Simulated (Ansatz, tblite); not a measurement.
Isomers of Sn₄Cl₄ (singlet), found by a short tight-binding search and relaxed with PBE0-D4/def2-SVP in Ansatz.

In the def2 sets Sn takes a core potential; there is no spin–orbit coupling. The xTB rows come from tblite. Correlated methods freeze 36 core orbitals; core or outer-core shells of Sn are correlated, in sets that lack core-valence functions.

Run but left out: HF/def2-SVP (D: restricted singlet, unstable towards broken spin symmetry); B2PLYP/def2-TZVP (D: restricted singlet, unstable in another Hartree–Fock run and untested here); HF/def2-SVP (E: restricted singlet, unstable towards broken spin symmetry); B2PLYP/def2-TZVP (E: restricted singlet, unstable in another Hartree–Fock run and untested here).

D: The restricted singlet is unstable towards broken spin symmetry in Hartree–Fock (as tested in another run); at PBE-D4/def2-TZVP, BLYP-D4/def2-TZVP, r2SCAN-D4/def2-TZVP, PBE0-D4/def2-SVP and others this wasn't settled. At MP2/def2-SVP the restricted singlet (for correlated methods, its reference) is unstable: a solution with broken spin symmetry lies lower. E: The restricted singlet is unstable towards broken spin symmetry in Hartree–Fock (as tested in another run); at PBE-D4/def2-TZVP, BLYP-D4/def2-TZVP, r2SCAN-D4/def2-TZVP, PBE0-D4/def2-SVP and others this wasn't settled. At MP2/def2-SVP the restricted singlet (for correlated methods, its reference) is unstable: a solution with broken spin symmetry lies lower.

Other spin states weren't relaxed.

A:

```csv
atom,x (Å),y (Å),z (Å)
Sn1,-0.815,0.683,2.255
Sn2,-1.251,0.108,-2.414
Sn3,0.520,-1.202,-0.447
Sn4,1.847,-0.678,1.946
Cl5,0.458,1.808,-2.616
Cl6,1.320,1.910,1.461
Cl7,0.060,-3.547,-0.137
Cl8,-2.139,0.918,-0.049
```

B:

```xyz
8

Sn    0.631    1.740    0.872
Sn    0.440   -1.071    2.730
Sn   -1.335   -0.564    0.381
Sn   -1.570    1.411   -1.922
Cl    0.095   -3.435    2.485
Cl   -0.330   -0.213   -3.204
Cl    0.640    2.842   -1.447
Cl    1.429   -0.710    0.105
```

C:

```tsv
atom	x (Å)	y (Å)	z (Å)
Sn1	2.074	-0.344	0.288
Sn2	-0.919	-0.984	-0.258
Sn3	0.883	1.469	-1.849
Sn4	0.227	0.994	2.306
Cl5	1.068	-2.717	-0.143
Cl6	-0.847	2.260	0.125
Cl7	-1.671	-0.650	2.477
Cl8	-0.815	-0.029	-2.947
```

D:

```xyz
8

Sn    2.031   -0.358   -0.013
Sn   -0.582    0.757    1.355
Sn    0.496   -2.735    0.956
Sn    0.549    1.702   -1.637
Cl   -1.789   -1.716    1.431
Cl    0.599   -2.069   -1.537
Cl    0.602    3.294    0.319
Cl   -1.906    1.124   -0.874
```

E:

Cartesian coordinates in Å:
```
Sn 2.079 -1.064 0.211
Sn 0.786 1.436 -0.386
Sn -0.768 -1.450 0.354
Sn -2.051 1.050 -0.217
Cl -3.453 1.297 -2.134
Cl 3.404 -1.266 2.188
Cl 1.880 3.474 -0.890
Cl -1.877 -3.476 0.876
```

Problem. Estimate their order by electronic energy at PBE0-D4/def2-TZVP, counted from the lowest.

Solution. D (0.0) < C (7.3) < A (11.1) < B (18.2) < E (34.1), in kcal/mol.

Problem. Do the other levels pick the same lowest one?

Solution. All that were run do. Energies above each level's lowest (kcal/mol):

| level | A | B | C | D | E |
| --- | --- | --- | --- | --- | --- |
| GFN1-xTB | 19.4 | 22.1 | 7.0 | 0.0 | 34.1 |
| GFN2-xTB | 11.8 | 17.5 | 8.2 | 0.0 | 47.7 |
| PBE-D4/def2-SVP | 15.3 | 21.7 | 5.2 | 0.0 | 42.6 |
| PBE-D4/def2-TZVP | 12.2 | 18.3 | 6.5 | 0.0 | 34.3 |
| BLYP-D4/def2-TZVP | 10.8 | 18.4 | 6.6 | 0.0 | 37.9 |
| r2SCAN-D4/def2-TZVP | 11.2 | 18.1 | 8.2 | 0.0 | 32.3 |
| PBE0-D4/def2-SVP | 14.1 | 21.9 | 6.0 | 0.0 | 43.3 |
| PBE0-D4/def2-TZVP | 11.1 | 18.2 | 7.3 | 0.0 | 34.1 |
| RPA@PBE/def2-SVP | 12.6 | 19.3 | 6.3 | 0.0 | 35.6 |
| MP2/def2-SVP | 12.2 | 19.8 | 7.3 | 0.0 | 29.7 |
Point groups (tolerance 0.1 Å): A not assigned, B not assigned, C Cs, D not assigned, E not assigned. Lower isomers may exist. From def2-SVP to def2-TZVP the PBE0 values move by up to 9.2 kcal/mol, so results in the small set are rough.
